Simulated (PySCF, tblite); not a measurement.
Isomers of [C6H10O2P]- (charge -1), one GFN2-xTB conformer each. Single-point energies are computed at PBE0/pcSseg-1 (PySCF, gas phase, no added dispersion term), electronic only.

| SMILES | GFN2-xTB relative energy (kJ/mol) |
| --- | --- |
| C/C=C/[P@](=O)([O-])C1CC1 | 12.0 |
| C=C[P@](=O)([O-])C1CCC1 | 0.0 |

Conformers: `[CH3:1]/[CH:2]=[CH:3]/[P@:4](=[O:5])([O-:6])[CH:7]1[CH2:8][CH2:9]1` (charge -1) with C2–C3–P4–O5 11°, C3–P4–C7–C8 153°; `[CH2:1]=[CH:2][P@:3](=[O:4])([O-:5])[CH:6]1[CH2:7][CH2:8][CH2:9]1` (charge -1) with C1–C2–P3–O4 7°, C2–P3–C6–C7 -74°, P3–C6–C7–C8 -97°, C6–C7–C8–C9 -13°, C7–C8–C9–C6 13°, P3–C6–C9–C8 100°.

Q: What does PBE0/pcSseg-1 give for the same structures?

A: 
```
                   SMILES  PBE0/pcSseg-1 E (Eh)  PBE0/pcSseg-1 (kJ/mol)  GFN2-xTB (kJ/mol)  point group
C/C=C/[P@](=O)([O-])C1CC1            -725.88660                     0.0               12.0           C1
  C=C[P@](=O)([O-])C1CCC1            -725.88088                    15.0                0.0           C1
```

GFN2-xTB puts C=C[P@](=O)([O-])C1CCC1 lowest instead. As drawn, the lower has a three-membered ring, which the higher lacks; the higher has a four-membered ring, which the lower lacks. Neighbours under 21 kJ/mol apart (C/C=C/[P@](=O)([O-])C1CC1 and C=C[P@](=O)([O-])C1CCC1) can change places with a better method, another conformer or zero-point energy.

Q: What happens when harmonic zero-point energies from GFN2-xTB frequencies are added?

A: 
```tsv
SMILES	ZPE (kJ/mol)	electronic (kJ/mol)	with ZPE (kJ/mol)
C/C=C/[P@](=O)([O-])C1CC1	387.7	0.0	0.0
C=C[P@](=O)([O-])C1CCC1	390.7	15.0	18.1
```

The zero-point energies span 3.0 kJ/mol. The order is unchanged.
